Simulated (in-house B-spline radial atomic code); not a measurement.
A fraction x of an electron is moved 3d → 4d in Nb VI (Nb5+), starting from [Ar] 3d10 4s2 4p6 and keeping the highest spin. Level of theory: scalar-relativistic (X2C) CAM-B3LYP, spin-polarised, spherical fractional occupations, Fermi nucleus of rms radius 4.324 fm; calculated with an all-electron radial atomic-structure program (B-spline basis).

Caution: exact exchange at fractional occupations of open shells leaves self-interaction of up to several eV.

| x | E(x) - E(0) (eV) | 3d down level (eV) | 4d up level (eV) |
| --- | --- | --- | --- |
| 0 | 0.0000 | -268.273 | - |
| 0.125 | 26.8731 | -270.501 | -54.735 |
| 0.25 | ? | ? | ? |
| 0.375 | 81.2028 | -274.929 | -56.061 |
| 0.5 | 108.6577 | -277.129 | -56.721 |
| 0.625 | 136.3047 | -279.321 | -57.379 |
| 0.75 | ? | ? | ? |
| 0.875 | 192.1717 | -283.680 | -58.690 |
| 1 | 220.3901 | -285.846 | -59.343 |

(1) What belongs in the row x = 0.25?

(2) What belongs in the row x = 0.75?

(3) Check Janak's theorem between x = 0.375 and 0.5.

Answers

(1) An energy change of 53.9410 eV; 3d down at -272.719 eV, 4d up at -55.399 eV.

(2) An energy change of 164.1430 eV; 3d down at -281.504 eV, 4d up at -58.035 eV.

(3) The slope of the energy is 219.64 eV; the orbital levels give 219.64 eV (ε of the receiving orbital less ε of the emptying one, averaged over the two points).
